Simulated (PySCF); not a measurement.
C3H8N2Si, SMILES N[C@@H]1CN=C1[SiH3]. Atoms are numbered in the order given.

```xyz
14

N     -1.5759     0.3972    -1.5223
C     -0.9128    -0.5308    -0.6391
C     -1.5903    -0.8551     0.7292
N     -0.3294    -0.4760     1.4344
C      0.2381    -0.1311     0.3073
Si     1.9575     0.6292     0.0749
H     -1.0453     0.5286    -2.3917
H     -1.6619     1.3228    -1.0830
H     -0.6620    -1.4514    -1.2107
H     -1.9180    -1.9002     0.9180
H     -2.4283    -0.1736     0.9857
H      1.8123     2.0003    -0.5339
H      2.6749     0.7308     1.3885
H      2.7494    -0.2128    -0.8906
```

Coordinates come from a PBE-D3(BJ)/def2-SVP optimisation. The structure was generated by enumeration; whether it is a known compound was not checked. The values are those of a single conformer.

All values below come from PBE-D3(BJ)/def2-SVP (PySCF 2.14.0).

Frequencies are harmonic and unscaled.

```
mode  ν (cm⁻¹)  IR (km/mol)  moving atoms (share of kinetic energy)
----  --------  -----------  --------------------------------------
1           56          0.1                                  H 95 %
2          124          1.0         N 40 %, H 25 %, Si 20 %, C 15 %
3          161          3.5                  H 38 %, N 32 %, C 24 %
4          219          6.1                  C 43 %, N 30 %, H 26 %
5          287         35.1                          H 82 %, C 10 %
6          369         14.5         H 38 %, N 24 %, C 24 %, Si 14 %
7          458          7.7          Si 38 %, C 33 %, H 21 %, N 9 %
8          491          6.0                  H 58 %, C 19 %, N 17 %
9          595         35.4                 H 73 %, Si 12 %, C 11 %
10         670         57.7                  H 47 %, C 36 %, N 10 %
11         751         62.6                  N 39 %, H 35 %, C 26 %
12         776        131.1                  H 65 %, C 23 %, N 12 %
13         865        216.7                          H 89 %, Si 8 %
14         897         27.5                                  H 93 %
15         910         29.3                          H 83 %, C 10 %
16         918         17.0                  H 48 %, N 26 %, C 26 %
17         920         16.7                  H 40 %, C 38 %, N 21 %
18         961          0.9                  C 45 %, H 38 %, N 18 %
19        1051          4.7                          H 71 %, C 23 %
20        1076          3.6                          C 47 %, H 45 %
21        1113         10.0                          H 56 %, C 36 %
22        1163          1.1                          H 59 %, C 36 %
23        1206          9.5                  H 47 %, C 43 %, N 10 %
24        1221         21.9                          H 50 %, C 43 %
25        1354         14.6                          H 69 %, C 25 %
26        1394          1.6                          H 85 %, C 14 %
27        1557          3.3                          C 54 %, N 41 %
28        1585         22.7                           H 88 %, N 9 %
29        2152         74.8                                  H 98 %
30        2159         87.4                                  H 97 %
31        2193         76.6                                  H 96 %
32        2975         32.1                                  H 95 %
33        2985         13.8                                  H 92 %
34        3041         15.1                          H 90 %, C 10 %
35        3411          0.3                                  H 96 %
36        3498          2.0                           H 92 %, N 8 %
```
